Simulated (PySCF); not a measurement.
C5H9ClFSi (doublet state).
Numbering: `[CH3:1]/[C:2](=[C:3]/[SiH2:4][Cl:5])[CH2:6][CH2:7][F:8]` (hydrogens: H9, H10, H11 on C1; H12, H13 on Si4; H14, H15 on C6; H16, H17 on C7)

Geometry (GFN2-xTB, Å), atoms numbered from 1 in this order:
```xyz
17
C5H9ClFSi angstrom
C     -1.5512   -0.9590    1.0889
C     -0.4098   -0.5811    0.1851
C      0.8237   -0.9297    0.3955
Si     2.6324   -0.9717    0.1800
Cl     3.2960    0.9609    0.1036
C     -0.7998    0.3035   -0.9955
C     -0.6700    1.7785   -0.6293
F     -1.6279    2.1370    0.2890
H     -2.0557   -0.0558    1.4276
H     -2.2706   -1.5664    0.5409
H     -1.1955   -1.5186    1.9492
H      3.2866   -1.5843    1.3352
H      3.0271   -1.6130   -1.0735
H     -1.8308    0.0937   -1.2852
H     -0.1365    0.1099   -1.8381
H      0.3033    1.9923   -0.1775
H     -0.8283    2.4159   -1.5057
```

The hyperfine couplings belong to this conformer and change with its torsions.

The calculation used PySCF 2.14.0, UKS B3LYP, pcH-1 on C Cl F H Si, non-relativistic, mean-field spin-orbit, GIAO. Geometry: GFN2-xTB, one conformer, isolated molecule. The geometry wasn't refined by DFT: couplings that depend on bond lengths, twists or pyramidal angles can differ widely from those at the functional's own minimum.

What are Nα, Nβ and the exact ⟨S²⟩?

Nα = 40, Nβ = 39 (79 in all), and S(S+1) = 0.75 for S = 1/2.

Mulliken spin populations, one withheld:

| atom | bound to | population |
| --- | --- | --- |
| C1 | C2, H9, H10, H11 | +0.0529 |
| C2 | C1, C3, C6 | -0.1703 |
| C3 | C2, Si4 | ? |
| Si4 | C3, Cl5, H12, H13 | -0.0030 |
| Cl5 | Si4 | +0.0166 |
| C6 | C2, C7, H14, H15 | +0.0659 |
| C7 | C6, F8, H16, H17 | -0.0031 |
| F8 | C7 | 0.0000 |
| H9 | C1 | -0.0013 |
| H10 | C1 | -0.0001 |
| H11 | C1 | +0.0004 |
| H12 | Si4 | +0.0203 |
| H13 | Si4 | +0.0219 |
| H14 | C6 | +0.0058 |
| H15 | C6 | -0.0033 |
| H16 | C7 | +0.0010 |
| H17 | C7 | +0.0012 |

What does C3 hold?

The populations add up to Nα − Nβ = 1, and the others sum to 0.0049, so C3 holds +0.995.

Sum the populations by element and by sign.

Carbon +0.94, hydrogen +0.05, chlorine +0.02, fluorine 0.00, silicon 0.00. The positive populations sum to 1.18, the negative ones to -0.18.

With ⟨S²⟩ = 0.7579, find the sum of squared α–β overlaps and estimate the admixture of higher spin.

For a single determinant ⟨S²⟩ = S(S+1) + Nβ − Σ|⟨iα|jβ⟩|², so the squared overlaps of occupied orbitals sum to 39 − 0.0079 = 38.9921. If the quartet state (S + 1) were the only admixture, its weight would be 0.0079/(2S + 2) = 0.26 %.

What Fermi-contact NMR shifts do the couplings of C2, Si4, C7, F8, H9/H10/H11, H12/H13, H14/H15 imply at 298 K (Curie law, g = gₑ)?

δ = a_FC·h·gₑ μB S(S+1)/(3 g_N μN kT), with k/h = 20836.6 MHz/K:

```json
{"nuclei": "C2", "isotope": "13C", "a_FC (MHz)": "-40.66", "g_N": "1.4048", "contact shift (ppm)": "-4285"}
{"nuclei": "Si4", "isotope": "29Si", "a_FC (MHz)": "3.93", "g_N": "-1.1106", "contact shift (ppm)": "-524"}
{"nuclei": "C7", "isotope": "13C", "a_FC (MHz)": "-7.32", "g_N": "1.4048", "contact shift (ppm)": "-771"}
{"nuclei": "F8", "isotope": "19F", "a_FC (MHz)": "-0.30", "g_N": "5.2577", "contact shift (ppm)": "-9"}
{"nuclei": "H9/H10/H11", "isotope": "1H", "a_FC (MHz)": "-4.45", "g_N": "5.5857", "contact shift (ppm)": "-118"}
{"nuclei": "H12/H13", "isotope": "1H", "a_FC (MHz)": "39.68", "g_N": "5.5857", "contact shift (ppm)": "+1052"}
{"nuclei": "H14/H15", "isotope": "1H", "a_FC (MHz)": "2.76", "g_N": "5.5857", "contact shift (ppm)": "+73"}
```

The sign follows the spin density at the nucleus: positive density means a positive shift. Entries for several nuclei are means.

Means are taken over nuclei equivalent by connectivity, which assumes that they swap fast. The 1H value of +2.8 MHz is a mean of couplings from -5.1 to 10.6 MHz in this one geometry, not an average over conformers.

Examples of negative spin density at the nucleus (bohr⁻³): C2 (-0.0362), C7 (-0.0065) and Si4 (-0.0044).
